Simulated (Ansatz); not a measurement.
Basis sets compared for Fe(NH2)2 (FeN2H4). Total charge 0; quintet. Geometry PBE0-D4/def2-TZVP. Ansatz on 2 threads of Intel Xeon Platinum 8375C on a shared host; times are rough, and most runs start from earlier orbitals.

```xyz
7

Fe    0.000    0.000    0.000
N    -0.932   -1.569   -0.299
H    -1.510   -2.047    0.376
H    -0.945   -2.092   -1.161
N     0.931    1.569    0.298
H     1.877    1.637    0.643
H     0.578    2.502    0.143
```

The 6-31G sets use Cartesian d functions. B3LYP takes the VWN-RPA correlation.

Binding counts from free atoms (Fe quintet, N quartet, H doublet) in the same basis, without a counterpoise term.

```tsv
level	functions	energy (Eh)	HOMO (eV)	LUMO (eV)	binding per atom (eV)	wall time
HF/6-31G	55	-1373.5001	-9.29	1.57	1.83	1 s
HF/def2-TZVP (with forces)	131	-1373.7364	-9.58	1.31	1.96	10 s
PBE-D4/def2-SVP	79	-1375.0036	-3.49	-3.23	3.31	6 s
PBE-D4/def2-TZVP	131	-1375.3330	-3.72	-3.34	3.31	7.5 s
r2SCAN-D4/def2-TZVP (with forces)	131	-1375.6203	-4.12	-2.94	3.20	30 s
B3LYP-D4/6-31G	55	-1375.4944	-5.47	-2.19	3.14	11 s
B3LYP-D4/def2-TZVP	131	-1375.7416	-5.95	-2.50	3.22	12 s
PBE0-D4/def2-SVP	79	-1375.0261	-5.76	-1.64	3.14	7 s
PBE0-D4/def2-TZVP	131	-1375.3462	-6.26	-1.99	3.18	10 s
```

**Question.** Estimate the rows for PBE-D4/def2-TZVPD, r2SCAN-D4/def2-TZVPD, PBE0-D4/def2-TZVPD.

**Answer.** 
```json
{"level": "PBE-D4/def2-TZVPD", "functions": "158", "energy (Eh)": "-1375.3383", "HOMO (eV)": "-3.91", "LUMO (eV)": "-3.51", "binding per atom (eV)": "3.33", "wall time": "11 s"}
{"level": "r2SCAN-D4/def2-TZVPD", "functions": "158", "energy (Eh)": "-1375.6241", "HOMO (eV)": "-4.27", "LUMO (eV)": "-3.08", "binding per atom (eV)": "3.21", "wall time": "16 s"}
{"level": "PBE0-D4/def2-TZVPD", "functions": "158", "energy (Eh)": "-1375.3507", "HOMO (eV)": "-6.42", "LUMO (eV)": "-2.13", "binding per atom (eV)": "3.20", "wall time": "15 s"}
```
